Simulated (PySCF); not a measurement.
Species: C4H12SSi2.
Geometry (PBE0-D3(BJ)/def2-SVP, Å), atoms numbered from 1 in this order:
```xyz
19
C4H12SSi2 angstrom
C     -2.407    1.359   -0.041
C     -1.280    0.747   -0.816
S     -1.385    0.478   -2.424
C     -0.069    0.385   -0.012
Si    -0.350   -1.426    0.567
C      1.265    0.532   -0.749
Si     2.838    0.125    0.216
H     -3.327    1.398   -0.635
H     -2.123    2.388    0.243
H     -2.588    0.812    0.899
H     -0.069    0.983    0.919
H     -0.030   -2.342   -0.565
H     -1.769   -1.611    0.993
H      0.542   -1.717    1.731
H      1.362    1.573   -1.105
H      1.244   -0.081   -1.666
H      2.993   -1.348    0.421
H      2.820    0.785    1.560
H      4.019    0.625   -0.551
```

The closed-shell ground state was solved at several levels (PySCF, density fitting, gas phase, non-relativistic).

```csv
level,basis functions,HOMO (eV),LUMO (eV),gap (eV),dipole (D)
PBE0/def2-SVPD,251,-6.39,-2.05,4.34,2.50
KT2/pcSseg-1,200,-5.25,-2.86,2.39,2.25
```

(1) Estimate the row for PBE0/pcSseg-1, a basis of 200 functions; the other rows only guide the guess.

(2) Over all these levels, which gives the widest orbital gap and which the narrowest?

(3) How far do the dipole and the HOMO energy spread over the levels?

Answers

(1) HOMO -6.38 eV, LUMO -2.00 eV, gap 4.38 eV, dipole 2.38 D.

(2) PBE0/pcSseg-1 (global hybrid, 25 % exact exchange) has the widest, 4.38 eV, and KT2/pcSseg-1 (GGA) the narrowest, 2.39 eV. The two share the basis. From the narrowest to the widest the HOMO moves by -1.13 eV and the LUMO by +0.86 eV.

(3) The dipole runs from 2.25 to 2.50 D (mean 2.37 D) and the HOMO from -6.39 to -5.25 eV.

One conformer stands for the species.
